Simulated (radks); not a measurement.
Task: Charge is removed step by step from the 1s1/2 level of Si9+, starting from [He] 2s2 2p1. Level of theory: Dirac Kohn-Sham, PBE, spin-unpolarised, spherical densities, point nucleus; open shells fill j = l - 1/2 first (a radial shooting solver on a logarithmic mesh with Libxc functionals). At the starting occupation the eigenvalue is -2140.5 eV. Estimate the energy to remove one whole electron from this level, the eigenvalue at the end, and how far E(n) bends from a straight line.

Result: Delta-SCF 2237.7 eV; final eigenvalue -2334.6 eV; the deviation from the straight line is -24.296 eV at 0.5 electron removed, the largest on the grid computed. Slater's transition state (half an electron removed) gives 2237.7 eV. Integrating minus the eigenvalue over the occupation (Janak's theorem) gives 2237.7 eV. The mean slope of the eigenvalue, de/dn, is 194 eV per electron.
